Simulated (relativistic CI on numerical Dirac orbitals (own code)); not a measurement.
Energy levels of Os XXV

Method of calculation: Dirac-Coulomb-Breit CI, KLI orbitals optimised for each configuration, a model potential for QED, unscaled Slater integrals (own radial code, finite nucleus).

CI space (outside the closed core [Ar] 3d10 4p6 4d10): 4s2.4f6, 4s2.4f5.5s, 4s2.4f4.5s2, 4s2.4f5.6s, 4s.4f7, 4f8. Levels of other configurations are missing.

The lowest level is 4s2.4f6 7F_0, with 52 % of that term; Hund's rules for 4s2.4f6 give 7F with J = 0, in agreement.

```csv
No.,Configuration,Term,J,E (cm⁻¹),%,jj configuration (%)
1,4s2.4f6,7F,0,0.0,52,4f5/2^6 (57)
2,4s2.4f6,7F,1,8130.3,69,4f5/2^5 4f7/2 (65)
3,4s2.4f6,7F,2,16287.1,81,4f5/2^4 4f7/2^2 (58)
4,4s2.4f6,7F,3,23536.7,87,4f5/2^4 4f7/2^2 (41)
5,4s2.4f6,7F,4,29828.0,87,4f5/2^3 4f7/2^3 (41)
6,4s2.4f6,7F,5,35031.4,83,4f5/2^3 4f7/2^3 (38)
7,4s2.4f6,7F,6,38471.0,72,4f5/2^3 4f7/2^3 (33)
8,4s2.4f6,7F,0,42611.0,42,4f5/2^6 (35)
9,4s2.4f6,5D,1,58206.1,52,4f5/2^5 4f7/2 (29)
10,4s2.4f6,5L,6,65296.2,43,4f5/2^5 4f7/2 (61)
11,4s2.4f6,5D,2,73150.5,72,4f5/2^4 4f7/2^2 (46)
12,4s2.4f6,5G,2,77669.2,52,4f5/2^4 4f7/2^2 (43)
13,4s2.4f6,5L,7,78321.4,67,4f5/2^4 4f7/2^2 (76)
14,4s2.4f6,5G,3,80531.7,36,4f5/2^5 4f7/2 (34)
15,4s2.4f6,5H,5,80759.8,29,4f5/2^4 4f7/2^2 (54)
16,4s2.4f6,5L,6,82024.7,27,4f5/2^4 4f7/2^2 (47)
17,4s2.4f6,5H,4,82880.8,35,4f5/2^4 4f7/2^2 (39)
18,4s2.4f6,5L,8,86086.0,76,4f5/2^3 4f7/2^3 (47)
19,4s2.4f6,5D,3,86611.9,65,4f5/2^3 4f7/2^3 (49)
20,4s2.4f6,5L,10,89177.6,61,4f5/2^4 4f7/2^2 (58)
21,4s2.4f6,5L,9,90726.5,78,4f5/2^3 4f7/2^3 (52)
22,4s2.4f6,5F,4,95224.9,29,4f5/2^3 4f7/2^3 (39)
23,4s2.4f6,5D,0,96224.9,50,4f5/2^3 4f7/2^3 (41)
24,4s2.4f6,5H,7,96662.9,45,4f5/2^3 4f7/2^3 (67)
25,4s2.4f6,5G,3,98585.2,54,4f5/2^3 4f7/2^3 (47)
26,4s2.4f6,5G,2,98973.7,26,4f5/2^4 4f7/2^2 (32)
27,4s2.4f6,5K,5,100294.5,26,4f5/2^3 4f7/2^3 (44)
28,4s2.4f6,5H,3,102064.7,37,4f5/2^3 4f7/2^3 (42)
29,4s2.4f6,5I,6,102135.7,24,4f5/2^4 4f7/2^2 (45)
30,4s2.4f6,5I,4,102220.7,40,4f5/2^4 4f7/2^2 (45)
```

Energies count from the lowest computed level. Filled j subshells are mostly left out of the jj labels.

The mean weight of the leading LS term, summed over parents, in these 30 levels is 53 %, and that of the leading jj configuration (from the same eigenvectors) 47 %.

At this charge energies of transitions that change n are usually good to better than 1 %, and those within a shell (Δn = 0) to a few per cent. Terms inside the open d or f shell come out 10 to 20 % too wide with unscaled integrals.

LS names give the leading component of a level, which can be under half, so a name can repeat, a term be missing and a line seem to break the LS rules.
